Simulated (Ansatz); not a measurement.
`F[Si](F)(S)[GeH3]` + HCl → `F[Si](F)(Cl)[GeH3]` + H₂S at 700 K and 1 bar (ligand exchange at the Si–S bond).

Calculated with Ansatz (gas phase, PBE0-D4/def2-TZVP geometries, no zero-point term in ΔE). CCSD(T)/CBS adds triple-zeta CCSD(T) − MP2 to the extrapolated MP2 energy (def2 sets, frozen cores). This one scheme is used for every species. For Ge outer-core shells are correlated without core-valence functions, which leaves a few kJ/mol of doubt a bond. Scalar relativity is left out up to krypton. Each species was taken in one conformer, which may not be the lowest.

| species | CCSD(T)/CBS energy (Eh) | H − E (kJ/mol) | S (J/(mol·K)) |
| --- | --- | --- | --- |
| `F[Si](F)(S)[GeH3]` | -2965.12336 | 189.1 | 513.5 |
| HCl | -460.38127 | 38.4 | 211.8 |
| `F[Si](F)(Cl)[GeH3]` | -3026.54774 | 160.4 | 488.7 |
| H₂S | -398.97279 | 64.8 | 236.9 |

H − E and S are ideal-gas, rigid-rotor, harmonic terms from PBE0-D4/def2-TZVP, for one conformer and one mirror image of each species. 1 Eh = 2625.50 kJ/mol, R = 8.31446 J/(mol·K).

Q: By hand: ΔE, ΔH, ΔS and ΔG.

A: ΔE = (-3026.54774) + (-398.97279) − (-2965.12336) − (-460.38127) = -0.01590 Eh = -41.7 kJ/mol. Δ(H − E) = 160.4 + 64.8 − 189.1 − 38.4 = -2.3, so ΔH = -44.0 kJ/mol. ΔS = 488.7 + 236.9 − 513.5 − 211.8 = 0.3 J/(mol·K). ΔG = -44.0 − 700 × (0.3)/1000 = -44.2 kJ/mol.

Q: By hand: the equilibrium constant, and the temperature at which ΔG would vanish if ΔH and ΔS stayed fixed.

A: log₁₀ K = −ΔG/(RT ln 10) = 3.3. ΔH and −TΔS have one sign here, so there is no such temperature. One of them is within its doubt of zero, so this could turn.

The number of gas molecules stays the same, so ΔS is small and ΔH decides. A doubt of 5 kJ/mol in ΔE shifts log₁₀ K by 0.4 here. Other conformers and mirror images would add mixing entropy, several J/(mol·K) or more a flexible species. These are equilibria of isolated gas molecules and say nothing of rates. Largest T1 diagnostic: 0.012 (customary marks: 0.02 for closed shells, 0.045 for open ones).
